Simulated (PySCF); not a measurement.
## Relaxation of singlet WOCl2

Computed with PySCF, PBE0, basis W def2-TZVP with ECP60, O def2-TZVP, Cl def2-TZVP (scalar-relativistic core potentials, no spin–orbit coupling, density fitting). A (50,194) grid was used.

A hand-made T-shaped (ligand arrangement 1) start, of Cs symmetry, held to at least that symmetry:

```xyz
4
charge 0 multiplicity 1, angstrom
W    -0.2008    0.0000   -0.3201
O    -1.9697    0.0000   -0.2583
Cl   -0.2008    0.0000    2.0399
Cl    2.1578    0.0000   -0.2377
```

What does it relax to?

It ends at C2v with W–Cl 2.226 Å (×2), W–O 1.668 Å; Cl–W–Cl 132.7°, Cl–W–O 113.7° (×2) (after a last refinement on a finer grid). A frequency run shows a minimum.

How much energy is released, and in how many steps?

238.6 kJ/mol in 13 steps.

At this level a triplet minimum of C2v symmetry lies 31 kJ/mol below this structure. No spin–orbit coupling is included, which matters more the heavier the element.

The relaxation took 40 s on 4 threads of a shared Arm Neoverse V1 host, with 145 basis functions and 15 gradients; the process peaked at 0.8 GiB.
